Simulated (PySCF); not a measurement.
Molecule: SMILES C[N+]1(C)CCCC1, [C6H14N]+.

Bonds (- single, = double, # triple, : aromatic): C1-N2, N2-C3, N2-C4, C4-C5, C5-C6, C6-C7, C7-N2. C1 carries H8, H9, H10; C3 carries H11, H12, H13; C4 carries H14, H15; C5 carries H16, H17; C6 carries H18, H19; C7 carries H20, H21. Formal charges: N2 +1.

Total charge +1.

Frames of a GFN2-xTB Langevin trajectory at 300 K; GIAO PBE0/pcSseg-1 shieldings in PySCF 2.14.0 with density-fitted response routines, gas phase, non-relativistic; equivalent atoms averaged within each frame.

Shifts are taken against calculated references (same method and geometry level): 13C (σref 186.93), 1H (σref 31.72) vs TMS; 15N (σref 267.73) against NH3. The references are static minima.

**Question.** How do the shifts (ppm) fluctuate along the trajectory?

**Answer.** 
```tsv
time (fs)	C4/C7	C1/C3	C5/C6	N2	H8/H9/H10/H11/H12/H13	H16/H17/H18/H19	H14/H15/H20/H21
optimised geometry	71.2	56.8	30.4	81.2	3.19	2.51	3.52
250	70.9	57.3	31.8	82.8	3.91	3.28	3.15
425	70.0	62.8	31.3	83.2	3.67	2.81	3.47
625	71.4	64.7	33.2	93.1	3.62	2.57	3.70
800	74.0	50.8	24.0	87.5	3.17	2.48	3.99
1000	72.0	55.4	26.0	83.6	3.27	2.84	3.83
mean of frames	71.6	58.2	29.3	86.0	3.53	2.80	3.63
standard deviation	1.5	5.7	4.0	4.4	0.30	0.31	0.33
```

5 frames give an uncertainty of the mean of about the standard deviation over 2.2 at best, since frames this close in time may not be independent; classical motion lacks zero-point vibration, and the reference would need the same averaging.
